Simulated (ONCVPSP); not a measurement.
# Sc: ONCV pseudisation with LDA (Perdew-Wang 92), scalar-relativistic reference atom.

Sc, optimised norm-conserving Vanderbilt (ONCV), made with ONCVPSP 4.0.1 (LDA (Perdew-Wang 92), scalar-relativistic). Core [Ne], reference 3s2 3p6 3d1 4s2. Waves: 3s+4s: rc 1.90 bohr, ncon 4, nbas 8, qcut 4.8 1/bohr, 2 projectors; 3p: rc 1.30 bohr, ncon 5, nbas 9, qcut 9 1/bohr, 2 projectors, debl 2.6 Ha; 3d: rc 2.95 bohr, ncon 4, nbas 8, qcut 5.5 1/bohr, 2 projectors, debl 3.7 Ha. Local part: polynomial inside 1.15 bohr (lpopt 5, dvloc0 0 Ha). Core correction: polynomial model core, fcfact 0.4.

Poles of the logarithmic derivatives, all-electron (AE) and pseudo (PS). s: poles at -1.8, 4.2 (AE) and -1.8, 3.8 (PS) Ha. p: poles at 0.8 (AE) and 0.8 (PS) Ha. d: poles at -0.0, 1.7, 4.7 (AE) and -0.0, 2.1, 4.8 (PS) Ha. Test radii: s 1.92, p 1.32, d 3.00 bohr.

* Cutoffs needed: 25 Ha and 36 Ha (the cutoffs (Ha) at which the residual kinetic energy of the hardest occupied pseudo-wave falls to 1 and 0.1 mHa per electron)
* Ghost test: no bound ghost flagged; no localised positive-energy state flagged
* Largest excitation error: +509 meV (all-electron minus pseudo) for 3s2 3p6 3d0 4s0, out of 4 test configurations
* rms error of d²Exc/dni dnj: 3.63 mHa without and 2.27 mHa with the model core
